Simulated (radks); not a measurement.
Numerical settings for neutral rhodium, [Kr] 4d8 5s1. Calculated with a radial shooting solver on a logarithmic mesh with Libxc functionals: Dirac Kohn-Sham, BLYP, spin-unpolarised, spherical densities, finite nucleus; open shells fill j = l - 1/2 first; Fermi nuclear charge, rms radius 4.4945 fm. The defaults (mesh step 0.008 in ln r, mesh end at 40 bohr or more with all orbitals vanishing there, Anderson mixing 0.5 over 9 steps, residual threshold near 1e-9 with the energy settled to 1e-9 hartree or 1e-11 of itself, here a cap of 64 iterations) give E = -4785.5174 hartree and 5s1/2 at -4.313 eV in 15 iterations. Run on one thread of a shared host, so times are rough (Arm Neoverse N1): 0.17 s of CPU time, 0.17 s wall, 15 iterations on 2437 mesh points. Changes against that run (0 stands for a change within the tolerance of the run):

setting                     iterations         converged  E (mhartree)  e(5s1/2) (meV)  CPU (s)
mesh step in ln r 0.2                4                no      diverged               -     0.01
mesh step in ln r 0.03              14               yes     +0.000846               0     0.06
mesh step in ln r 0.12               2                no      diverged               -     0.01
mesh end (bohr) 20                  15               yes             0               0     0.16
mesh end (bohr) 2                   14  level above zero     +1.19e+04        +1.3e+05     0.15
residual threshold 1e-13            46               yes             0               0     0.32
residual threshold 1e-16            64                no             0               0     0.38
mixing 1.5                          17               yes             0               0     0.18
linear mixing, mixing 1             14                no      diverged               -     0.44
linear mixing, mixing 0.05          64                no       +0.0939            -146     0.55
mixing history 20                   20               yes             0               0     0.21
iteration cap 8                      8                no             0           -1.25     0.09

Settled on a wrong energy, with an occupied level pushed above zero by the early mesh end: mesh end (bohr) 2 (+11.9 hartree). Apart from these: no run marked as converged misses the energy by more than 1 mhartree. A mesh that ends early acts as a hard wall.
